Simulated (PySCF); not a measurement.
# Dipole response of Kr⁺ (krypton, charge +1)

[Ar] 3d10 4s2 4p5, 2P determinant. Computed with PySCF 2.14 in x2c-QZVPPall with one added diffuse shell each of s, p, d, f type (12s9p6d5f1g, 113 functions), with the spin-free X2C one-electron Hamiltonian (Gaussian nucleus). Coupled (time-dependent) response in atomic units; α is the mean over directions.

| method | mean α (bohr³) | α xx, yy, zz | C₆ (like pair) | S(−4) |
| --- | --- | --- | --- | --- |
| UHF | 10.55 | 10.24, 10.70, 10.70 | 64.98 | 19.94 |
| PBE | 11.00 | 10.53, 11.24, 11.24 | 68.22 | 22.85 |
| PBE0 | 10.78 | 10.37, 10.98, 10.98 | 66.55 | 21.43 |

S(−4) is the Cauchy moment in α(ω) = α(0) + S(−4) ω² + …

Spin-orbit coupling is absent.

α(iu) at PBE:

| u (hartree) | α(iu) (bohr³) |
| --- | --- |
| 0 | 11.00 |
| 0.0500 | 10.95 |
| 0.100 | 10.78 |
| 0.200 | 10.17 |
| 0.300 | 9.318 |
| 0.500 | 7.421 |
| 0.750 | 5.414 |
| 1.00 | 3.997 |
| 1.50 | 2.368 |
| 2.00 | 1.561 |
| 3.00 | 0.8475 |
| 5.00 | 0.3968 |

A single London oscillator, α(iu) = α/(1 + u²/ω²), gives C₆ = (3/4) ω α². Matching the computed C₆ needs ω = 4 × 68.22 / (3 × 11.00²) = 0.752 hartree.

For an ion, C₆ is the dispersion term alone; charge-induced terms of lower order in 1/R come first.

The components differ because the open shell of this determinant is not spherical; for a pure term their mean is the scalar polarisability.
